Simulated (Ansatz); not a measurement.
Consider the germylene formation by 1,1-elimination: `[OH][GeH2][OH]` → `[GeH2]` + `OO`.

Isolated molecules relaxed with PBE0-D4/def2-TZVP in Ansatz; ΔE leaves out vibrations. CBS: MP2 limit from def2 TZ/QZ plus the TZ coupled-cluster correction, frozen cores. This one scheme is used for every species. DFT in def2-TZVPP. For Ge outer-core shells are correlated without core-valence functions, which leaves a few kJ/mol of doubt a bond. Scalar relativity is left out up to krypton. One conformer a species, not always the lowest.

Q: Is it downhill or uphill in electronic energy at CCSD(T)/CBS, and by how much? (An estimate is asked.)

A: The calculation gave: Uphill: ΔE = +574.0 kJ/mol.

Q: What do these levels give: r2SCAN-D4, r2SCANh, HF/def2-TZVPP, CCSD(T)/def2-TZVPP, MP2/def2-QZVPP, CCSD/CBS(def2)? (An estimate is asked.)

A: Computed: r2SCAN-D4 574.9, r2SCANh 577.9, HF/def2-TZVPP 573.5, CCSD(T)/def2-TZVPP 574.5, MP2/def2-QZVPP 614.5, CCSD/CBS(def2) 573.6 kJ/mol.

Largest T1 diagnostic among the species: 0.012.

From PBE to PBE0 (25 % exact exchange), in def2-TZVPP and without D4, ΔE moves by +25.2 kJ/mol. Leaving LDA and LC-ωPBE aside and taking each functional with its dispersion term where it has one, the values, not all of them listed here, spread over 80.8 kJ/mol, from BLYP-D4 to PBE-QIDH. LDA lies +49.1 kJ/mol from PBE without D4. The D4 term adds +8.4 kJ/mol with B3LYP and +4.4 kJ/mol with PBE0; it sums over pairs of atoms, weighted by their polarisabilities, and B3LYP, whose exchange is more repulsive, gets the larger term.

B3LYP here is the variant with VWN-RPA as its local correlation; programs differ in this.
